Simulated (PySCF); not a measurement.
A structure optimised at PBE-D3(BJ)/def2-SVP, used in a PySCF frequency run:

```
Nb
O 1 1.9123
H 2 0.9731 1 131.06
N 1 1.9794 2 107.23 3 120.42
H 4 1.0248 1 126.20 2 -130.95
H 4 1.0267 5 109.72 1 176.45
N 1 1.9794 2 107.23 3 -120.42
H 7 1.0248 1 126.20 2 130.95
H 7 1.0267 8 109.72 1 -176.45
S 1 2.1715 2 115.34 3 0.00
```
Charge 0, spin multiplicity 1.

Write its SMILES, formula and point group.

[NH2][Nb]([NH2])([OH])=[S], H5N2NbOS, Cs

What are its rotational constants (standard atomic weights)?

2.8392, 1.9717, 1.9210 GHz
